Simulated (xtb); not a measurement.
C3H4Cl2Ge, SMILES [Cl][Ge@H]1[CH]=C([CH2]1)Cl. All values are semi-empirical tight-binding results from xtb (GFN2-xTB unless named), good for trends rather than for accurate numbers. The structure is a stationary point at GFN2-xTB. The structure was generated by enumeration; whether it is a known compound was not checked.

Optimised geometry:

Bonds (Å): Cl1–C2 1.713, C2–C3 1.335, C2–C6 1.501, C3–Ge4 1.972, C3–H7 1.076, Ge4–Cl5 2.107, Ge4–C6 2.025, Ge4–H8 1.529, C6–H9 1.090, C6–H10 1.088. Angles (°): Cl1–C2–C3 127.2, Cl1–C2–C6 121.3, C3–C2–C6 111.5, C2–C3–Ge4 91.6, C2–C3–H7 126.6, Ge4–C3–H7 141.7, C3–Ge4–Cl5 116.8, C3–Ge4–C6 71.9, C3–Ge4–H8 120.5, Cl5–Ge4–C6 116.0, Cl5–Ge4–H8 107.8, C6–Ge4–H8 120.6, C2–C6–Ge4 85.0, C2–C6–H9 112.6, C2–C6–H10 113.0, Ge4–C6–H9 116.6, Ge4–C6–H10 119.6, H9–C6–H10 108.3.

For metal compounds this method's bond lengths and energies can be far off.

| Quantity | Result |
|---|---|
| orbital gap | 4.50 eV |
| zero-point energy | 35.0 kcal/mol |
| G − E(el) at 298.15 K (modified RRHO) | 14.0 kcal/mol |

Computed atomic charges and the Wiberg bond orders between heavy atoms:
charges (e) Cl1 -0.16, C2 0.10, C3 -0.12, Ge4 0.22, Cl5 -0.12, C6 -0.12, H7 0.05, H8 0.03, H9 0.06, H10 0.06. Bond orders Cl1–C2 0.99, C2–C3 1.83, C3–Ge4 0.85, Ge4–Cl5 1.19, C2–C6 1.03, Ge4–C6 0.81.
